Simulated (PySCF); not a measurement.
Ti³⁺ (titanium, charge +3) across methods

[Ar] 3d1, 2D determinant. All numbers are calculated (PySCF 2.14, no relativity, point nucleus, in aug-cc-pVTZ (8s7p5d3f2g, 93 functions)).

```csv
method,E (hartree),mean ε 3p α (eV),mean ε 3p β (eV),mean ε 3d α (eV),Σ⟨r²⟩ (bohr²),⟨S²⟩
PBE,-847.332,-71.270,-70.269,-35.698,13.00,0.750
r2SCAN,-847.545,-72.284,-71.086,-36.049,12.95,0.751
UHF,-846.75391,-82.199,-79.754,-43.633,12.97,0.752
PBE0,-847.388,-74.313,-72.992,-37.893,12.97,0.751
CAM-B3LYP,-847.612,-75.729,-74.448,-39.524,13.01,0.751
r2SCANh,-847.546,-73.366,-72.063,-36.901,12.95,0.751
LDA,-845.489,-71.310,-70.321,-35.594,13.02,0.750
wB97M-V,-847.550,-76.715,-75.489,-40.238,13.00,0.750
B97-3,-847.493,-74.431,-73.128,-37.932,12.94,0.751
```
